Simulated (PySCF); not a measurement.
C₇H₁₁Si (doublet state).
Z-matrix (Å and degrees, GFN2-xTB geometry), rows numbered from 1:
```
C 
C   1  1.3165
Si  2  1.8443  1  156.22
C   2  1.5250  1  133.73  3   172.81
C   4  1.5156  2  113.59  3  -109.00
C   4  1.4701  2  115.31  3   112.00
C   6  1.3314  4  127.91  2  -170.84
C   7  1.4949  6  126.57  4     1.68
H   1  1.0822  2  121.85  3  -175.09
H   1  1.0795  2  122.19  3     5.25
H   3  1.4624  2  116.40  4   106.92
H   5  1.0891  4  109.81  2    29.55
H   5  1.0906  4  109.80  2   -89.24
H   5  1.0869  4  112.75  2   150.36
H   6  1.0845  4  114.27  2     7.05
H   7  1.0822  6  118.31  4  -178.99
H   8  1.0885  7  110.12  6   150.15
H   8  1.0913  7  110.92  6   -90.82
H   8  1.0882  7  111.00  6    29.89
```

The hyperfine couplings belong to this conformer and change with its torsions.

The species is `C=C1[SiH][C@@]1(C)/C=C\C` [radical].

Computed, not measured: PySCF, UKS B3LYP, pcH-1 on C H Si, non-relativistic, mean-field spin-orbit, GIAO. Geometry: GFN2-xTB, one conformer, isolated molecule. GFN2-xTB frequencies show an imaginary mode (34i cm⁻¹), so this geometry is no minimum at that level. The geometry wasn't refined by DFT: couplings that depend on bond lengths, twists or pyramidal angles can differ widely from those at the functional's own minimum, by a factor of two or more for some ions and for spin on atoms past the first row. No stability test was run, so a lower SCF solution isn't excluded.

Task: Give the isotropic g value and a_iso(29Si) at Si3.

Result: g_iso = 2.00501 and a = -588.28 MHz, or -20.963 mT (Mulliken spin population +0.79). 29Si makes up about 4.7 % of the natural element, so this concerns labelled samples or satellites.

Task: For one electron spin and this one nucleus (I = 1/2, g_N = -1.1106), compare first-order, second-order and exact resonance fields at 3.397 GHz.

Result: B0 = hν/(g μB) = 121.051 mT and a/B0 = -0.1732. B(1) = B0 − a·mI, B(2) = B(1) − a²[I(I+1) − mI²]/(2B0); the exact values solve the Breit–Rabi equation, nuclear Zeeman term included.

| mI | first order (mT) | second order (mT) | exact (mT) | exact − first order |
| --- | --- | --- | --- | --- |
| −1/2 | 110.569 | 109.662 | 109.575 | -0.994 |
| +1/2 | 131.533 | 130.625 | 130.697 | -0.836 |

Task: Someone takes the midpoint and the distance of the outer exact lines at face value. What g and a result?

Result: Their midpoint, 120.136 mT, gives an apparent g of 2.02027 (true 2.00501), and their distance over 2I an apparent |a| of 21.122 mT (true 20.963).

Task: Give the zero-field levels of this pair of spins.

Result: F = I ± 1/2 = 1 and 0, at a·I/2 = -147.1 MHz and −a(I+1)/2 = +441.2 MHz, that is |a|(I + 1/2) = 588.3 MHz apart; F = 1 lies lower.

Other couplings of abundant isotopes, left aside here: 1 × 1H 138 MHz, 3 × 1H 14 MHz, 1 × 1H 5 MHz, 1 × 1H 4 MHz.

Nuclei that the bonding pattern makes equivalent are averaged, as if the motion that swaps them (rotation, inversion, ring flip) were fast. The three 1H nuclei of mean +14.4 MHz run from 0.0 to 30.6 MHz in the frozen geometry.
